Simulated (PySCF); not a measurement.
Record of a relaxation.

Species: fac-MoCl3(H2O)3 (quartet state).
Bonds: Mo1–Cl2, Mo1–O3, Mo1–Cl6, Mo1–O7, Mo1–Cl10, Mo1–O11. Hydrogens: H4, H5 on O3; H8, H9 on O7; H12, H13 on O11.

Method: PBE0-D3(BJ)/def2-SVP geometry optimisation, gas phase, def2 core potentials past Kr in PySCF; unrestricted, density fitting, grid level 1; the optimiser is geomeTRIC in internal coordinates, started from a GFN2-xTB structure with every atom displaced at random (about 0.03 Å). 7 of its 10 geometries are shown. The frame can shift and turn from step to step; on so coarse a grid that alone can change the energy by a few meV, and forces under 0.02 eV/Å are noise.

Step 0: E = -45632.5939 eV, largest atomic force 5.001 eV/Å
```
atom  x, y, z in Å  |  force x, y, z in eV/Å
Mo1     0.297    0.162    0.241   -2.286   1.005  -0.617
Cl2    -0.134    0.047    2.559    0.186  -0.075   0.158
O3      0.418    0.288   -2.187    4.493  -2.167   0.352
H4      1.514    0.087   -2.307   -4.410   0.853   0.606
H5      0.351    1.212   -2.411   -0.112   1.044   0.019
Cl6     2.548   -0.147   -0.023    0.927  -0.210  -0.138
O7     -2.117    0.530    0.371   -0.162   0.184   1.760
H8     -2.225    1.487    0.131    0.320  -0.941   0.441
H9     -2.338    0.451    1.375    0.728   0.374  -2.442
Cl10    0.016    2.551   -0.173    0.215  -0.584   0.111
O11     0.320   -2.152    0.568   -3.193   1.297  -0.649
H12     0.180   -2.256    1.507    0.068  -0.007   0.827
H13     1.200   -2.312    0.371    3.226  -0.772  -0.428
```

Step 2: E = -45633.5826 eV, largest atomic force 1.342 eV/Å
```
atom  x, y, z in Å  |  force x, y, z in eV/Å
Mo1     0.219    0.185    0.208   -0.209   0.222   0.114
Cl2    -0.134    0.079    2.555    0.049  -0.125   0.165
O3      0.364    0.225   -2.011   -1.244   0.233   0.072
H4      1.297    0.058   -2.084    1.302  -0.258  -0.199
H5      0.272    1.180   -2.179   -0.043   0.021  -0.006
Cl6     2.542   -0.167   -0.075    0.306  -0.079   0.014
O7     -1.980    0.437    0.273   -0.049  -0.315  -0.466
H8     -2.035    1.384    0.068   -0.035   0.270  -0.017
H9     -2.147    0.375    1.222   -0.084  -0.023   0.459
Cl10    0.019    2.538   -0.125    0.027   0.093  -0.120
O11     0.266   -2.022    0.456   -0.024  -0.046  -0.122
H12     0.141   -2.107    1.418    0.013   0.003   0.051
H13     1.207   -2.218    0.297   -0.009   0.004   0.055
```

Step 3: E = -45633.6110 eV, largest atomic force 0.327 eV/Å
```
atom  x, y, z in Å  |  force x, y, z in eV/Å
Mo1     0.219    0.190    0.210    0.174   0.092   0.092
Cl2    -0.070    0.001    2.572   -0.089   0.042   0.019
O3      0.338    0.253   -2.010    0.257  -0.202  -0.021
H4      1.297    0.079   -2.116   -0.195   0.063  -0.029
H5      0.239    1.212   -2.164    0.030   0.031   0.011
Cl6     2.566   -0.168   -0.033   -0.025  -0.040  -0.075
O7     -1.986    0.420    0.255    0.002  -0.037   0.005
H8     -2.046    1.374    0.059   -0.034   0.068  -0.002
H9     -2.159    0.354    1.210   -0.042  -0.023   0.080
Cl10    0.056    2.543   -0.180   -0.084   0.088   0.026
O11     0.253   -2.011    0.468    0.050  -0.141  -0.191
H12     0.128   -2.086    1.432   -0.006   0.038   0.059
H13     1.196   -2.214    0.319   -0.039   0.021   0.024
```

Step 4: E = -45633.6191 eV, largest atomic force 0.348 eV/Å
```
atom  x, y, z in Å  |  force x, y, z in eV/Å
Mo1     0.221    0.196    0.213   -0.061   0.161   0.010
Cl2    -0.122    0.032    2.575    0.032  -0.051  -0.035
O3      0.367    0.240   -2.018    0.309  -0.050   0.021
H4      1.330    0.068   -2.121   -0.340   0.064   0.041
H5      0.269    1.197   -2.180    0.003  -0.025   0.004
Cl6     2.562   -0.183   -0.077    0.023   0.001   0.027
O7     -2.002    0.428    0.282    0.028  -0.001   0.043
H8     -2.070    1.384    0.093    0.010  -0.040   0.016
H9     -2.171    0.355    1.241    0.032  -0.010  -0.070
Cl10    0.012    2.557   -0.149    0.004  -0.074  -0.031
O11     0.272   -2.018    0.448   -0.011  -0.017  -0.014
H12     0.144   -2.098    1.412   -0.013   0.013  -0.017
H13     1.217   -2.210    0.303   -0.016   0.027   0.004
```

Step 6: E = -45633.6250 eV, largest atomic force 0.114 eV/Å
```
atom  x, y, z in Å  |  force x, y, z in eV/Å
Mo1     0.223    0.206    0.216    0.084   0.064   0.043
Cl2    -0.102    0.006    2.576   -0.011  -0.019  -0.018
O3      0.359    0.247   -2.006   -0.066   0.011   0.020
H4      1.312    0.079   -2.120    0.075  -0.010  -0.018
H5      0.255    1.204   -2.168    0.003  -0.003  -0.008
Cl6     2.572   -0.159   -0.054   -0.037  -0.004  -0.007
O7     -1.990    0.407    0.281   -0.008   0.005   0.002
H8     -2.070    1.364    0.104   -0.010  -0.006   0.007
H9     -2.155    0.318    1.238   -0.006  -0.010   0.013
Cl10    0.003    2.561   -0.149   -0.015  -0.019  -0.016
O11     0.271   -2.007    0.426   -0.019  -0.017  -0.020
H12     0.135   -2.089    1.389    0.003  -0.001  -0.007
H13     1.219   -2.191    0.289    0.008   0.009   0.009
```

Step 8: E = -45633.6269 eV, largest atomic force 0.030 eV/Å
```
atom  x, y, z in Å  |  force x, y, z in eV/Å
Mo1     0.229    0.221    0.221   -0.003  -0.022  -0.009
Cl2    -0.094   -0.030    2.577   -0.004   0.004  -0.001
O3      0.360    0.266   -1.999   -0.027   0.014   0.001
H4      1.313    0.102   -2.126    0.026  -0.002   0.003
H5      0.246    1.220   -2.167   -0.003   0.001  -0.004
Cl6     2.577   -0.129   -0.052   -0.009   0.002  -0.003
O7     -1.991    0.380    0.304    0.011   0.002   0.004
H8     -2.099    1.338    0.148   -0.004  -0.005   0.002
H9     -2.147    0.264    1.260    0.001   0.002  -0.002
Cl10   -0.030    2.570   -0.138    0.000   0.001   0.006
O11     0.287   -1.999    0.386   -0.009   0.023   0.009
H12     0.141   -2.094    1.347    0.005  -0.014  -0.006
H13     1.240   -2.163    0.262    0.014  -0.006   0.000
```

Step 9: E = -45633.6270 eV, largest atomic force 0.029 eV/Å
```
atom  x, y, z in Å  |  force x, y, z in eV/Å
Mo1     0.228    0.223    0.222   -0.020  -0.018  -0.008
Cl2    -0.094   -0.034    2.577    0.003  -0.001  -0.003
O3      0.358    0.272   -1.999    0.012   0.009  -0.004
H4      1.312    0.111   -2.126   -0.016   0.006   0.009
H5      0.241    1.226   -2.168   -0.002  -0.001   0.000
Cl6     2.576   -0.122   -0.056    0.010   0.001  -0.001
O7     -1.991    0.374    0.310    0.002  -0.003   0.000
H8     -2.104    1.331    0.156   -0.002   0.000   0.000
H9     -2.144    0.254    1.265    0.003   0.002  -0.002
Cl10   -0.038    2.572   -0.130    0.003  -0.004   0.003
O11     0.293   -1.998    0.378    0.005   0.018   0.018
H12     0.147   -2.101    1.338    0.001  -0.009  -0.008
H13     1.247   -2.159    0.254    0.001  -0.001  -0.003
```

Task: Summarise the path.

Result: The energy falls by 23.82 kcal/mol from step 0 to step 9; nine tenths of that is first reached at step 2. It falls at every step. The largest force goes from 5.001 to 0.029 eV/Å. Among the bonds Mo1–O7 changes most, from 2.446 to 2.226 Å; the atoms move by 0.184 Å rms after alignment.

What follows is the cost of the whole optimisation. On one thread, Intel Xeon Platinum 8259CL at 2.50 GHz (x86_64), shared host with 48 logical CPUs at a one-minute load of 34, this took 9.5 min wall and 0.87 GiB of memory at its peak.
